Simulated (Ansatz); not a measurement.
Ansatz results at the PBE0-D4/def2-TZVP geometry: HOMO–LUMO gap (ωB97M-V/def2-TZVPP) 7.96 eV; HOMO energy (PBE0/def2-TZVPP) -6.25 eV; size of the dipole moment (ωB97M-V/def2-TZVPP) 1.87 D.

Each molecule was computed in one conformer, which needn't be the lowest.

Question: Which molecule gave them?
A. `C[CH]1[AlH][AlH]1`
B. `[NH2][GeH2][CH]=S`
C. `N=[C](S)[GeH3]`
D. `N=C(CF)CF`

Answer: B. The others give `C[CH]1[AlH][AlH]1`: 7.27, -5.65, 0.36; `N=[C](S)[GeH3]`: 11.11, -7.51, 1.56; `N=C(CF)CF`: 12.16, -8.06, 1.32.
